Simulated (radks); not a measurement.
Values are calculated unless marked as measured or tabulated.
Ga XVIII, 14 electrons, occupied as [Ne] 3s2 3p2. Code: a radial shooting solver on a logarithmic mesh with Libxc functionals. Model: scalar-relativistic Kohn-Sham, LDA (Slater exchange, Perdew-Wang correlation), spin-polarised, spherical densities, finite nucleus; open shells are filled with parallel spins first; Fermi nuclear charge, rms radius 3.9973 fm.

Normalised radial functions P(r) = r R(r), r in bohr:

r           3s up    3p up
0.002541   0.1270   0.0032
0.00282    0.1393   0.0039
0.003154   0.1536   0.0047
0.003528   0.1693   0.0058
0.003946   0.1863   0.0072
0.004413   0.2046   0.0088
0.004936   0.2243   0.0109
0.005521   0.2454   0.0134
0.006176   0.2678   0.0164
0.006908   0.2914   0.0202
0.007665   0.3144   0.0244
0.008573   0.3400   0.0299
0.009589   0.3663   0.0366
0.01073    0.3928   0.0447
0.012      0.4190   0.0545
0.01342    0.4443   0.0664
0.01501    0.4679   0.0806
0.01679    0.4887   0.0977
0.01878    0.5056   0.1180
0.02083    0.5166   0.1402
0.0233     0.5219   0.1682
0.02607    0.5186   0.2008
0.02916    0.5050   0.2387
0.03261    0.4790   0.2820
0.03648    0.4386   0.3312
0.0408     0.3823   0.3861
0.04563    0.3084   0.4465
0.05104    0.2163   0.5116
0.05664    0.1145   0.5751
0.06335   -0.0115   0.6449
0.07085   -0.1516   0.7133
0.07925   -0.3013   0.7765
0.08864   -0.4538   0.8298
0.09915   -0.6003   0.8672
0.1109    -0.7299   0.8823
0.124     -0.8300   0.8678
0.1387    -0.8873   0.8169
0.154     -0.8911   0.7317
0.1722    -0.8315   0.5948
0.1926    -0.6994   0.4096
0.2154    -0.4934   0.1786
0.241     -0.2201  -0.0908
0.2695     0.1054  -0.3857
0.3015     0.4593  -0.6878
0.3372     0.8108  -0.9743
0.3771     1.1251  -1.2203
0.4185     1.3542  -1.3914
0.4681     1.5073  -1.4956
0.5236     1.5481  -1.5063
0.5856     1.4768  -1.4242
0.655      1.3104  -1.2631
0.7326     1.0800  -1.0477
0.8195     0.8238  -0.8093
0.9166     0.5785  -0.5788
1.025      0.3715  -0.3805
1.138      0.2257  -0.2375
1.272      0.1191  -0.1296
1.423      0.0559  -0.0633
1.592      0.0230  -0.0273
1.78       0.0082  -0.0103

3s up: eigenvalue -667.37 eV, 2 radial nodes at r = 0.0627, 0.260 bohr, <r> = 0.552 bohr, 90 % of the charge inside 0.802 bohr. 3p up: eigenvalue -618.05 eV, 1 radial node at r = 0.232 bohr, <r> = 0.542 bohr, 90 % of the charge inside 0.803 bohr.
